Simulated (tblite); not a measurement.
A structure optimised at GFN2-xTB (Å):
```
atom  x, y, z in Å
C1     3.1985   -1.3325    0.2201
Si2    1.4943   -1.0329   -0.5717
Si3    0.2135    0.3104    0.7813
O4     1.0419    1.7126    0.7995
N5    -1.4091    0.5824    0.1624
Si6   -2.6598   -0.5535    0.5740
Si7   -1.6496    1.6445   -1.1930
H8     3.7141   -0.3918    0.3904
H9     3.1042   -1.8302    1.1815
H10    3.8351   -1.9491   -0.4072
H11    0.8831   -2.3577   -0.8018
H12    1.7379   -0.4963   -1.9258
H13   -0.0268   -0.0811    2.1802
H14    0.6590    2.5070    1.1646
H15   -2.5332   -1.7665   -0.2421
H16   -2.5019   -0.8910    1.9876
H17   -3.9464    0.0999    0.3441
H18   -0.6929    2.7458   -1.0927
H19   -3.0122    2.1689   -1.0995
H20   -1.4548    0.9217   -2.4550
```

Charge 0, singlet.

**Question.** Read off the bonds between heavy atoms and their formal orders.

**Answer.** C1–Si2 1.90 Å (single); Si2–Si3 2.30 Å (single); Si3–O4 1.63 Å (single); Si3–N5 1.76 Å (single); N5–Si6 1.74 Å (single); N5–Si7 1.74 Å (single). Bonds to hydrogen (Å): C1–H8 1.09; C1–H9 1.09; C1–H10 1.09; Si2–H11 1.48; Si2–H12 1.48; Si3–H13 1.47; O4–H14 0.95; Si6–H15 1.47; Si6–H16 1.46; Si6–H17 1.46; Si7–H18 1.46; Si7–H19 1.46; Si7–H20 1.47.

**Question.** Which species is it?

**Answer.** `C[SiH2][Si@@H](O)N([SiH3])[SiH3]`, CH13NOSi4. Among its features: Si–H bond and C–Si bond.

**Question.** Name the point group.

**Answer.** C1 (no symmetry element, even within 0.4 Å).

**Question.** Describe the place of each heavy atom.

**Answer.** C1: Si-methyl carbon; Si2: SiH2 silicon; Si3: oxygen-bound silicon; O4: silanol oxygen; N5: nitrogen bridging silicon atoms; Si6/Si7: SiH3 silicon.

**Question.** What is the arrangement about O4?

**Answer.** It has 2 neighbours (Si3, H14) and is bent (angle 121.1°).

**Question.** What is the arrangement about Si3?

**Answer.** It has 4 neighbours (Si2, O4, N5, H13) and is distorted tetrahedral (angles from 103.0° to 119.7°).

These are computed values.
